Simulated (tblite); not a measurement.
Species: C2H8F2Ge2.
Numbering: `[F:1][CH2:2][GeH:3]([GeH3:4])[CH2:5][F:6]` (hydrogens: H7, H8 on C2; H9 on Ge3; H10, H11, H12 on Ge4; H13, H14 on C5)

Computed with GFN2-xTB (tblite), gas phase: L-BFGS steps from a force-field or distance-geometry start until the largest atomic force falls under 0.01 eV/Å.

Step 8: E = -589.4414 eV
```
atom  x, y, z in Å  |  force x, y, z in eV/Å
F1      0.5408   -2.5831    0.8323   -0.034   0.095  -0.003
C2     -0.4581   -1.8490    0.2170   -0.058  -0.235  -0.040
Ge3    -0.1355    0.0679    0.6104    0.088   0.095   0.234
Ge4     1.9714    0.7476   -0.2557    0.142  -0.099   0.086
C5     -1.6042    1.1016   -0.2408   -0.205   0.086  -0.148
F6     -1.5092    0.8288   -1.5975    0.006   0.024   0.037
H7     -0.3878   -2.0654   -0.8521   -0.002   0.017  -0.021
H8     -1.4087   -2.2358    0.5906   -0.007   0.016   0.027
H9     -0.2742    0.2779    2.1138   -0.008  -0.058  -0.058
H10     2.0570    0.5319   -1.7278    0.026  -0.003  -0.074
H11     2.2235    2.1993   -0.0176    0.048   0.081   0.006
H12     3.1068   -0.0051    0.3718   -0.039   0.072  -0.062
H13    -2.6084    0.7960    0.0638    0.030   0.020   0.024
H14    -1.5139    2.1868   -0.1304    0.014  -0.112  -0.008
```

Step 9: E = -589.4454 eV
```
atom  x, y, z in Å  |  force x, y, z in eV/Å
F1      0.5397   -2.5829    0.8325    0.003   0.051   0.017
C2     -0.4608   -1.8561    0.2164   -0.042  -0.063  -0.025
Ge3    -0.1391    0.0682    0.6153    0.055   0.060   0.119
Ge4     1.9736    0.7456   -0.2526    0.116  -0.027   0.025
C5     -1.6107    1.1072   -0.2411   -0.067  -0.011  -0.071
F6     -1.5052    0.8256   -1.5932   -0.021   0.033  -0.024
H7     -0.3899   -2.0686   -0.8522    0.003   0.006  -0.047
H8     -1.4099   -2.2414    0.5906   -0.044  -0.007   0.042
H9     -0.2781    0.2751    2.1150   -0.007  -0.052   0.000
H10     2.0642    0.5349   -1.7288    0.007  -0.008  -0.027
H11     2.2336    2.2009   -0.0214    0.023   0.036   0.010
H12     3.1157    0.0007    0.3662   -0.021   0.038  -0.033
H13    -2.6118    0.7999    0.0638   -0.033  -0.001   0.025
H14    -1.5219    2.1905   -0.1327    0.028  -0.053  -0.011
```

Step 10: E = -589.4467 eV
```
atom  x, y, z in Å  |  force x, y, z in eV/Å
F1      0.5395   -2.5818    0.8329    0.012   0.027   0.020
C2     -0.4622   -1.8588    0.2158   -0.029   0.027  -0.011
Ge3    -0.1387    0.0695    0.6187    0.021   0.021   0.020
Ge4     1.9764    0.7446   -0.2515    0.061   0.020  -0.013
C5     -1.6134    1.1081   -0.2427    0.002  -0.047  -0.013
F6     -1.5049    0.8256   -1.5929   -0.029   0.026  -0.049
H7     -0.3903   -2.0691   -0.8532   -0.001   0.000  -0.038
H8     -1.4111   -2.2426    0.5914   -0.044  -0.015   0.036
H9     -0.2790    0.2735    2.1153   -0.009  -0.045   0.045
H10     2.0657    0.5353   -1.7296    0.003  -0.007  -0.002
H11     2.2361    2.2020   -0.0219    0.020   0.013   0.008
H12     3.1171    0.0025    0.3645    0.021   0.008  -0.008
H13    -2.6131    0.8006    0.0643   -0.051  -0.008   0.017
H14    -1.5228    2.1900   -0.1333    0.024  -0.019  -0.013
```

Step 11: E = -589.4473 eV
```
atom  x, y, z in Å  |  force x, y, z in eV/Å
F1      0.5397   -2.5807    0.8334    0.004   0.023   0.012
C2     -0.4632   -1.8594    0.2153   -0.021   0.052  -0.002
Ge3    -0.1379    0.0705    0.6204    0.004  -0.003  -0.028
Ge4     1.9786    0.7446   -0.2513    0.024   0.039  -0.026
C5     -1.6144    1.1074   -0.2438    0.020  -0.047   0.010
F6     -1.5055    0.8264   -1.5939   -0.032   0.018  -0.043
H7     -0.3903   -2.0690   -0.8543   -0.006  -0.002  -0.017
H8     -1.4122   -2.2429    0.5925   -0.026  -0.012   0.023
H9     -0.2793    0.2721    2.1161   -0.011  -0.040   0.059
H10     2.0659    0.5352   -1.7301    0.003  -0.006   0.007
H11     2.2368    2.2028   -0.0217    0.021   0.004   0.006
H12     3.1174    0.0031    0.3640    0.045  -0.006   0.004
H13    -2.6142    0.8006    0.0649   -0.040  -0.008   0.006
H14    -1.5222    2.1890   -0.1337    0.017  -0.012  -0.013
```

Question: Estimate the geometry and energy of step 12. (The exact step hangs on the optimiser's Hessian estimate; all steps are aligned on step 11, rigid shifts and turns removed.)

Answer: E = -589.4480 eV, largest force 0.065 eV/Å
```
atom  x, y, z in Å  |  force x, y, z in eV/Å
F1      0.5397   -2.5788    0.8341   -0.013   0.024  -0.001
C2     -0.4648   -1.8595    0.2147   -0.011   0.055   0.007
Ge3    -0.1370    0.0714    0.6219   -0.009  -0.022  -0.057
Ge4     1.9815    0.7452   -0.2516   -0.010   0.042  -0.025
C5     -1.6156    1.1061   -0.2448    0.020  -0.032   0.019
F6     -1.5067    0.8274   -1.5957   -0.036   0.008  -0.020
H7     -0.3906   -2.0690   -0.8557   -0.014  -0.001   0.017
H8     -1.4139   -2.2436    0.5940    0.003  -0.002   0.003
H9     -0.2800    0.2696    2.1182   -0.012  -0.036   0.053
H10     2.0665    0.5350   -1.7306    0.004  -0.003   0.012
H11     2.2385    2.2039   -0.0214    0.022   0.001   0.004
H12     3.1192    0.0038    0.3634    0.057  -0.013   0.010
H13    -2.6161    0.8005    0.0656   -0.012  -0.005  -0.011
H14    -1.5215    2.1877   -0.1344    0.009  -0.016  -0.010
```

The energy changes by -0.0006 eV. The first-order estimate −F·Δx gives -0.0009 eV and the mean of the old and new forces, exact on a quadratic surface, -0.0006 eV. The step makes an angle of 46° with the force vector and moves no atom by more than 0.003 Å.

What follows is the cost of the whole relaxation. On one thread, Arm Neoverse N1 (aarch64), on a shared host, this took 0.74 s wall.
